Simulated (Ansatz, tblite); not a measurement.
Cost and result up the ladder for Ca2Se2 (4 atoms). Total charge 0; singlet. Geometry: PBE0-D4/def2-SVP.

```xyz
4

Ca    0.705    1.313    0.763
Ca   -0.705   -1.312   -0.764
Se    1.646   -0.163   -1.240
Se   -1.646    0.163    1.241
```

Ansatz on 4 threads of Arm Neoverse V1 on a shared host; xTB runs through tblite on one thread. Times are rough, summed over both states, and most runs start from the orbitals of an earlier one. PBE0-D4/def2-TZVP serves as the yardstick here, not as an exact answer. The other state is a doublet.

The xTB rows come from tblite. The structure comes from a short search, and lower isomers may exist.

Raw xTB energies of ions are shifted by several eV.

```json
{"level": "GFN1-xTB", "functions": "36", "vertical IE (eV)": "10.01", "difference from PBE0-D4/def2-TZVP (eV)": "3.08"}
{"level": "r2SCAN-D4/def2-TZVP", "functions": "168", "vertical IE (eV)": "6.87", "difference from PBE0-D4/def2-TZVP (eV)": "-0.06"}
{"level": "GFN2-xTB", "functions": "36", "vertical IE (eV)": "12.02", "difference from PBE0-D4/def2-TZVP (eV)": "5.09"}
{"level": "PBE0-D4/def2-TZVP", "functions": "168", "vertical IE (eV)": "6.93", "difference from PBE0-D4/def2-TZVP (eV)": "0.00"}
{"level": "PBE-D4/def2-TZVP (with forces)", "functions": "168", "vertical IE (eV)": "6.81", "difference from PBE0-D4/def2-TZVP (eV)": "-0.12"}
```

**Question.** Estimate how long each takes.

**Answer.** GFN1-xTB 0.01 s; GFN2-xTB 0.012 s; PBE-D4/def2-TZVP (with forces) 9.3 s; PBE0-D4/def2-TZVP 21 s; r2SCAN-D4/def2-TZVP 24 s. On shared hardware such times vary by a factor of up to 3.
